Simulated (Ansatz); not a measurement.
Consider the redistribution: `[CH3][In]([NH2])[SH]` + trimethylindium → `[CH3][In]([CH3])[NH2]` + `[CH3][In]([CH3])[SH]`.

Isolated molecules relaxed with PBE0-D4/def2-TZVP in Ansatz; ΔE leaves out vibrations. CCSD(T)/CBS is the MP2 limit (def2-TZVPP, def2-QZVPP) plus CCSD(T) − MP2 in def2-TZVPP, frozen cores. DFT in def2-TZVPP. B3LYP here is the variant with VWN-RPA as its local correlation; programs differ in this. Elements past krypton have def2 core potentials. For In outer-core shells are correlated without core-valence functions, which leaves a few kJ/mol of doubt a bond. Each species was taken in one conformer, which may not be the lowest.

```json
{"level": "BLYP-D4", "ΔE (kJ/mol)": "-17.1", "difference from CCSD(T)/CBS": "-1.3"}
{"level": "B3LYP-D4", "ΔE (kJ/mol)": "-16.4", "difference from CCSD(T)/CBS": "-0.6"}
{"level": "r2SCANh-D4", "ΔE (kJ/mol)": "-16.1", "difference from CCSD(T)/CBS": "-0.3"}
{"level": "B2PLYP", "ΔE (kJ/mol)": "-16.1", "difference from CCSD(T)/CBS": "-0.3"}
{"level": "LC-ωPBE", "ΔE (kJ/mol)": "-14.3", "difference from CCSD(T)/CBS": "1.5"}
{"level": "CCSD(T)/def2-SVP", "ΔE (kJ/mol)": "-16.1", "difference from CCSD(T)/CBS": "-0.3"}
{"level": "SCS-MP2/def2-TZVPP", "ΔE (kJ/mol)": "-15.4", "difference from CCSD(T)/CBS": "0.4"}
{"level": "CCSD(T)/def2-TZVPP", "ΔE (kJ/mol)": "-15.2", "difference from CCSD(T)/CBS": "0.6"}
{"level": "MP2/def2-QZVPP", "ΔE (kJ/mol)": "-16.5", "difference from CCSD(T)/CBS": "-0.7"}
{"level": "SCS-MP2/def2-QZVPP", "ΔE (kJ/mol)": "-15.8", "difference from CCSD(T)/CBS": "0.0"}
{"level": "CCSD(T)/CBS", "ΔE (kJ/mol)": "-15.8", "difference from CCSD(T)/CBS": "0"}
```

Largest T1 diagnostic among the species: 0.013.

Leaving LDA and LC-ωPBE aside and taking each functional with its dispersion term where it has one, the values, not all of them listed here, spread over 2.4 kJ/mol, from BLYP-D4 to ωB97X-V.

CCSD(T)/CBS has its own doubt, a few kJ/mol and more with outer-core shells, so smaller differences from it don't rank the levels.
